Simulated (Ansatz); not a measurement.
One change: `C=N[SiH2]O[SiH3]` becomes `C=N[SiH2]F`.

Ansatz, PBE0-D4/def2-TZVP geometries, multiplicity 1. Each molecule was computed in one conformer, which needn't be the lowest.

| property | `C=N[SiH2]O[SiH3]` |
| --- | --- |
| size of the dipole moment (PBE/def2-TZVPP) / D | 1.29 |
| ideal-gas entropy at 298 K and 1 bar (rigid rotor, harmonic PBE0-D4/def2-TZVP) / J/(mol·K) | 386 |
| LUMO energy (PBE/def2-TZVPP) / eV | -2.15 |
| HOMO–LUMO gap (PBE0/def2-TZVPP) / eV | 6.29 |
| LUMO energy (B3LYP/def2-TZVPP) / eV | -1.27 |
| LUMO energy (PBE0/def2-TZVPP) / eV | -1.02 |

Q: What does the change do to each property? (Best estimate.)

A: Computed: 
```csv
property,`C=N[SiH2]F`,shift
size of the dipole moment (PBE/def2-TZVPP) / D,1.11,-0.18
"ideal-gas entropy at 298 K and 1 bar (rigid rotor, harmonic PBE0-D4/def2-TZVP) / J/(mol·K)",303,-83
LUMO energy (PBE/def2-TZVPP) / eV,-2.36,-0.21
HOMO–LUMO gap (PBE0/def2-TZVPP) / eV,6.31,0.02
LUMO energy (B3LYP/def2-TZVPP) / eV,-1.49,-0.22
LUMO energy (PBE0/def2-TZVPP) / eV,-1.24,-0.22
```

The zero-point energy changes by -71.7 kJ/mol with -12 modes. Dipoles are sizes alone; their direction can turn. Modes under 60 cm⁻¹, often nearly free rotors, make the harmonic entropy too high.

B3LYP here is the variant with VWN-RPA as its local correlation; programs differ in this.
